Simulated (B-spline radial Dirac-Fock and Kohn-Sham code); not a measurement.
Z = 83 (bismuth), transition energy 100 keV. Method: a Dirac-Hartree-Slater potential of the neutral atom with a Latter tail (no hole, which puts coefficients of high multipoles low close above an edge), finite nucleus with surface currents. Computed with an atomic code on a B-spline grid. Subshells that would emit electrons below 1 keV are left out.

Q: A pure transition shows α(K) = 8.40, L1/L2 = 9.25 and L1/L3 = 119. What is its multipolarity?
A. M2
B. E1
C. M1
D. E3
E. E4
F. M4
G. M3
H. E2

A: C. For comparison, α(K), L1/L2, L1/L3 are E1 0.351, 2.32, 2.36; E2 0.459, 0.0468, 0.0599; E3 0.328, 0.0352, 0.0518; E4 0.199, 0.0368, 0.0575; M2 52.8, 8.55, 4.02; M3 92.7, 6.53, 0.668; M4 86.9, 5.18, 0.268.
